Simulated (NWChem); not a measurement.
System: InP2H5O; SMILES [PH2][In]([OH])[PH2]

The following NWChem deck was run.

```
start job
memory heap 200 mb stack 900 mb global 1100 mb
geometry units angstroms noautoz
  In     0.286763    -0.027764     0.010120
  O      2.292582    -0.075912     0.076740
  H      2.711679     0.791509     0.092337
  P     -0.654388    -2.345876     0.159128
  H      0.314584    -2.831835    -0.773053
  H     -1.633706    -2.090304    -0.851767
  P     -0.854819     2.218450     0.029472
  H     -1.897752     1.759497    -0.834555
  H     -0.050068     2.690239    -1.055747
end
basis spherical
  * library def2-svp
end
ecp
  In library def2-ecp
end
dft
  xc xpbe96 cpbe96
  iterations 150
  mulliken
end
task dft energy
```

NWChem printed, in part:

```
             Northwest Computational Chemistry Package (NWChem) 7.3.0
             --------------------------------------------------------

 C1  symmetry detected

                             Geometry "geometry" -> ""
                             -------------------------

 Output coordinates in angstroms (scale by  1.889725989 to convert to a.u.)

  No.       Tag          Charge          X              Y              Z
 ---- ---------------- ---------- -------------- -------------- --------------
    1 In                  49.0000     0.18712505    -0.00078835     0.00304073
    2 O                    8.0000     2.18652674    -0.17493449     0.04921780
    3 H                    1.0000     2.65884644     0.66406914     0.08515877
    4 P                   15.0000    -0.89513378    -2.25948382     0.09589767
    5 H                    1.0000     0.03450479    -2.77766260    -0.85871597
    6 H                    1.0000    -1.86446889    -1.91496465    -0.89807693
    7 P                   15.0000    -0.81242382     2.31033171     0.09624694
    8 H                    1.0000    -1.88853155     1.94173014    -0.77036415
    9 H                    1.0000     0.01167163     2.76221492    -0.98290901

 Effective nuclear repulsion energy (a.u.)     560.3485180355

 Summary of "ao basis" -> "ao basis" (spherical)
 ------------------------------------------------------------------------------
       Tag                 Description            Shells   Functions and Types
 ---------------- ------------------------------  ------  ---------------------
 In                         def2-svp                10       26   4s4p2d
 O                          def2-svp                 6       14   3s2p1d
 H                          def2-svp                 3        5   2s1p
 P                          def2-svp                 8       18   4s3p1d

            General Information
            -------------------
          SCF calculation type: DFT
          Wavefunction type:  closed shell.
          No. of atoms     :     9
          No. of electrons :    64
           Alpha electrons :    32
            Beta electrons :    32
          Charge           :     0
          Spin multiplicity:     1
          Use of symmetry is: off; symmetry adaption is: off
          Maximum number of iterations: 150
          AO basis - number of functions:   101
                     number of shells:    47
          Convergence on energy requested:  1.00D-06
          Convergence on density requested:  1.00D-05
          Convergence on gradient requested:  5.00D-04

              XC Information
              --------------
          PerdewBurkeErnzerhof Exchange Functional  1.000
            Perdew 1991 LDA Correlation Functional  1.000 local
           PerdewBurkeErnz. Correlation Functional  1.000 non-local

             Grid Information
             ----------------
          Grid used for XC integration:  medium
          Radial quadrature: Mura-Knowles
          Angular quadrature: Lebedev.
          Tag              B.-S. Rad. Rad. Pts. Rad. Cut. Ang. Pts.
          ---              ---------- --------- --------- ---------
          In                  1.55      123          10.0       590
          O                   0.60       49          12.0       434
          H                   0.35       45          13.0       434
          P                   1.00       88          12.0       590
          Grid pruning is: on
          Number of quadrature shells:   573
          Spatial weights used:  Erf1

      Superposition of Atomic Density Guess
      -------------------------------------

 Sum of atomic energies:        -976.31317146

      Non-variational initial energy
      ------------------------------

 Total energy =    -948.203136
 1-e energy   =   -1978.134837
 2-e energy   =     731.486425
 HOMO         =      -0.250844
 LUMO         =      -0.020138

     ---------------------------------------------
      Total Density - Mulliken Population Analysis
     ---------------------------------------------

    Atom       Charge   Shell Charges
 -----------   ------   -------------------------------------------------------
    1 In  21    20.01   2.60 -0.60  0.77  0.40  3.23  2.76  0.57  0.19  9.70  0.38
    2 O    8     9.03   1.99  1.12  0.69  3.14  2.08  0.00
    3 H    1     0.67   0.54  0.07  0.06
    4 P   15    15.27   2.00  1.99  1.19  0.57  5.94  1.39  2.15  0.05
    5 H    1     0.94   0.64  0.28  0.02
    6 H    1     0.94   0.64  0.28  0.02
    7 P   15    15.26   2.00  1.99  1.19  0.57  5.94  1.38  2.15  0.05
    8 H    1     0.94   0.64  0.28  0.02
    9 H    1     0.94   0.64  0.28  0.02

   convergence    iter        energy       DeltaE   RMS-Dens  Diis-err
 ---------------- ----- ----------------- --------- --------- ---------
 d= 0,ls=0.0,diis     1   -950.2936476517 -1.25D+03  3.70D-02  9.45D-01
 d= 0,ls=0.0,diis     2   -947.6185599726  2.68D+00  3.24D-02  1.72D+01
 d= 0,ls=0.0,diis     3   -950.4055070694 -2.79D+00  5.66D-03  6.92D-02
 d= 0,ls=0.0,diis     4   -950.4071039988 -1.60D-03  3.24D-03  6.34D-02
 d= 0,ls=0.0,diis     5   -950.4190396708 -1.19D-02  7.38D-04  4.46D-03
  Resetting Diis
 d= 0,ls=0.0,diis     6   -950.4196460111 -6.06D-04  1.93D-04  3.09D-04
 d= 0,ls=0.0,diis     7   -950.4196921717 -4.62D-05  1.85D-04  3.43D-05
 d= 0,ls=0.0,diis     8   -950.4196687694  2.34D-05  1.13D-04  2.10D-04
 d= 0,ls=0.0,diis     9   -950.4196976844 -2.89D-05  2.95D-05  8.58D-06
 d= 0,ls=0.0,diis    10   -950.4196988916 -1.21D-06  7.40D-06  4.13D-07
 d= 0,ls=0.0,diis    11   -950.4196989517 -6.02D-08  2.15D-06  3.34D-08

         Total DFT energy =     -950.419698951744
      One electron energy =    -1980.967232467878
           Coulomb energy =      805.308789196742
    Exchange-Corr. energy =      -73.206531182748
 Nuclear repulsion energy =      298.445275502141

 Numeric. integr. density =       64.000006149209

[...]
```

Level: PBE/def2-SVP with def2 effective core potentials on In. The geometry was optimised at PBE0/def2-SVP. No frequency run checked for a minimum. def2 effective core potentials on In; no spin-orbit coupling.
